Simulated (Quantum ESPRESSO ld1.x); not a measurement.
Values are calculated unless marked as measured or tabulated.
Problem. Radial electron density D(r) = 4 pi r^2 rho(r) of an atom or ion with 45 electrons. Level of theory: scalar-relativistic Kohn-Sham, relativistic LDA (MacDonald-Vosko exchange, VWN5 correlation), spin-unpolarised, spherical densities, point nucleus (ld1.x of Quantum ESPRESSO 7.5).

| r (bohr) | D(r) (e/bohr) |
|---|---|
| 0.001164 | 1.881 |
| 0.001516 | 2.976 |
| 0.001958 | 4.596 |
| 0.00255 | 7.101 |
| 0.00332 | 10.78 |
| 0.004288 | 15.82 |
| 0.005584 | 22.81 |
| 0.007213 | 31.39 |
| 0.009393 | 41.59 |
| 0.01213 | 51.50 |
| 0.0158 | 59.53 |
| 0.02057 | 62.86 |
| 0.02657 | 60.74 |
| 0.0346 | 55.86 |
| 0.0447 | 54.83 |
| 0.0582 | 62.83 |
| 0.07518 | 75.43 |
| 0.0979 | 79.79 |
| 0.1275 | 68.26 |
| 0.1647 | 55.83 |
| 0.2144 | 59.04 |
| 0.277 | 65.37 |
| 0.3607 | 51.02 |
| 0.4659 | 27.38 |
| 0.6066 | 19.13 |
| 0.7899 | 21.73 |
| 1.02 | 17.91 |
| 1.329 | 9.098 |
| 1.716 | 3.088 |
| 2.235 | 0.6382 |
| 2.887 | 0.07725 |
| 3.759 | 0.003821 |

What is the nuclear charge?

Solution. Z = 49. The innermost maximum, from 1s, lies near gamma/Z bohr with gamma = sqrt(1 - (Z/c)^2) = 0.934, here 0.0191 bohr (found: 0.0209), and its height grows with Z. The density is that of the indium ion In4+ in [Kr] 4d9; the configuration itself is not fixed sharply by these data, and Z only to a few units. D(r) has 4 maxima, at r = 0.0209, 0.0926, 0.273, 0.803 bohr, and minima at 0.0409, 0.178, 0.597 bohr, inside which lie 1.99, 11.19, 29.04 electrons.
